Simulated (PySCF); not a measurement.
PySCF 2.14 output of an unrestricted PBE0 calculation on a single atom or ion in aug-cc-pV5Z-PP with ECP28MDF (8s8p6d4f3g2h, 139 functions), with a scalar-relativistic core potential:

```
SCF conv_tol = 1e-09
number electrons alpha = 11  beta = 10
    C. Adamo and V. Barone.,  J. Chem. Phys. 110, 6158 (1999)
    M. Ernzerhof and G. E. Scuseria.,  J. Chem. Phys. 110, 5029 (1999)
cycle= 1 E= -190.012873409628  delta_E= -0.00671  |g|= 0.0424  |ddm|= 1.29
cycle= 2 E= -190.013008322296  delta_E= -0.000135  |g|= 0.0375  |ddm|= 0.46
cycle= 3 E= -190.013292880262  delta_E= -0.000285  |g|= 0.00202  |ddm|= 0.141
cycle= 4 E= -190.013300214844  delta_E= -7.33e-06  |g|= 0.000317  |ddm|= 0.12
cycle= 5 E= -190.013301067775  delta_E= -8.53e-07  |g|= 2.73e-05  |ddm|= 0.0547
cycle= 6 E= -190.013301070117  delta_E= -2.34e-09  |g|= 3.9e-06  |ddm|= 0.00198
cycle= 7 E= -190.013301070131  delta_E= -1.45e-11  |g|= 1.29e-07  |ddm|= 0.000133
converged SCF energy = -190.013301070131  <S^2> = 0.75003324  2S+1 = 2.0000332
```

The run itself started from symmetry-adapted Hartree-Fock orbitals and held the occupation by maximum overlap, on a logarithmic radial grid, so the iterations belong to that start.

**Question.** Which element, charge and spin multiplicity is this?

**Answer.** In (indium, neutral), multiplicity 2; the state was [Kr] 4d10 5s2 6s1, 2S determinant (an excited configuration).

Energies and moments cover only the electrons outside the core potential. The outer electron is Rydberg-like, and this basis confines it to a smaller radius and binds it less than a complete one would.
